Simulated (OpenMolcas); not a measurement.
## Co3+, Rh3+, Ir3+: d⁶ down the group

```yaml
Program: OpenMolcas
Method: XMS-CASPT2, IPEA 0.25 Eh, imaginary shift 0.1 Eh
Basis: ANO-RCC-VTZP
Scalar_Hamiltonian: DKH2, point nucleus
Spin-orbit_coupling: state interaction with AMFI integrals over the reference wave functions, term energies averaged over their components
```

Active space for each ion: 6 electrons in 5 orbitals (d); closed shells correlated by CASPT2: Co3+ 3s 3p; Rh3+ 4s 4p; Ir3+ 5s 5p.

Computed levels in cm-1 above ⁵D₄:

```csv
Level,Co3+,Rh3+,Ir3+
⁵D₃,657,1549,6110
⁵D₂,1111,2440,5580
⁵D₁,1401,3030,9080
⁵D₀,1544,3310,9300
³H₆,24630,19000,19700
³H₅,24940,19360,29640
³P₁(1),25450,22750,35650
³F₃(1),26690,21020,22270
³F₂(1),26920,21540,23030
weight of ⁵D in the lowest level (%),100,98,82
```

Mixed levels, with the weight of the term that names them: Ir3+ ⁵D₂ (62 %), Ir3+ ³H₅ (52 %), Ir3+ ³P₁(1) (70 %), Ir3+ ³F₃(1) (50 %), Ir3+ ³F₂(1) (69 %).

Measured, with the error of the calculation in %. Measured levels: Co3+ from Sugar and Corliss, J. Phys. Chem. Ref. Data 10, 1097 (1981).

| Level | Co3+ |
| --- | --- |
| ⁵D₃ | 639 (+2.7) |
| ⁵D₂ | 1078 (+3.1) |
| ⁵D₀ | 1494 (+3.4) |
| ³H₆ | 23680 (+4.0) |
| ³H₅ | 24032 (+3.8) |
| ³P₁(1) | 24729 (+2.9) |
| ³F₃(1) | 25736 (+3.7) |
| ³F₂(1) | 25969 (+3.7) |

The fine-structure level ⁵D₀ changes by a factor of 6.02 from Co3+ to Ir3+.

Without spin-orbit coupling ³H lies 24300, 18260, 16110 cm-1 above ⁵D in that order; the difference to the level ³H₆, of either sign, comes from spin-orbit coupling, which also lowers the zero.

Term energies are means over components that CASPT2 splits; among the terms shown or strongly mixed into the levels shown the widest spread is 2700 cm-1 (4d⁶ ³G, Rh3+). The CASPT2 spread within a term exceeds the gap to the next term for 3d⁶ ³P(1) and 3d⁶ ³H, so the order of their levels is uncertain (figures for Co3+; the like holds for Rh3+, Ir3+). Measured partners are found by configuration, term and J. A level has none where our copy of the source lacks it or the pairing is in doubt (some pairs that miss far off the trend of their configuration count as doubtful), and it then counts in no deviation. Only configurations of the active space appear.

A number in round brackets counts repeated terms of one configuration in the order of the reference energies.
